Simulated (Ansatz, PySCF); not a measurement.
H6GeO2P2, singlet, at a GFN2-xTB geometry. Base run: CASSCF(6,5)/STO-3G run with PySCF.

Input for PySCF:
```python
from pyscf import gto, scf, mcscf
import numpy

mol = gto.M(
    atom='''
O    -0.41494496   -1.19372808    1.41242898
Ge   -0.02895039   -0.20516054    0.00731355
O    -0.17157353   -1.42924853   -1.29848229
P     2.23723892    0.44549077    0.18832173
P    -1.84786652    1.30784943   -0.12576797
H    -0.34421935   -2.13362765    1.25729797
H     0.29748495   -1.26276936   -2.11189479
H     2.04003378    1.57724563   -0.59457298
H     1.96432489    1.14144707    1.35459169
H    -2.66160277    0.26892756   -0.55584591
H    -1.51804751    1.65762415   -1.43348983
''',
    basis='sto-3g',
    verbose=4,
)

mf = scf.RHF(mol)
mf.kernel()
mc = mcscf.CASSCF(mf, 5, 6)
mc.fix_spin_(ss=0.0)
mc.kernel()
occ = numpy.linalg.eigvalsh(mc.fcisolver.make_rdm1(mc.ci, mc.ncas, mc.nelecas))[::-1]
ss = mc.fcisolver.spin_square(mc.ci, mc.ncas, mc.nelecas)[0]
print('natural occupations', occ.round(4), ' <S^2>', round(ss, 4))
```

Programs used: Ansatz (an electronic-structure program), PySCF; a row that names a program was run with it.

Variants of this job, named by their change:

```tsv
change	ΔE vs base (mEh)	natural occupations	<S^2> of the state
base	0.000	2.00 1.98 1.96 0.04 0.02	0.00
active space = 6 electrons, 8 orbitals	-17.182	1.98 1.97 1.96 0.04 0.02 0.02 0.00 0.00	0.00
active space = 8 electrons, 8 orbitals	-32.246	1.98 1.97 1.97 1.96 0.04 0.02 0.02 0.02	0.00
start = MP2 natural orbitals	-5.403	2.00 1.98 1.97 0.03 0.02	0.00
state_average = 2 states	1.695	-	-
conv_tol = 1e-5	0.000	2.00 1.98 1.96 0.04 0.02	0.00
active space = 8 electrons, 7 orbitals	-18.711	2.00 1.98 1.97 1.96 0.04 0.03 0.02	0.00
fix_spin_ = off	0.000	2.00 1.98 1.96 0.04 0.02	0.00
orbitals = fixed (CASCI); correction = SC-NEVPT2	-154.2	2.00 1.99 1.99 0.02 0.00	0.00
code = ansatz	-2.778	-	-
correction = SC-NEVPT2	-154.8	2.00 1.98 1.96 0.04 0.02	0.00
```

Active orbitals are taken around the Fermi level unless the row says otherwise; CASSCF can end in different local minima, and two programs can end on different orbitals. State-averaged rows give the lowest state.
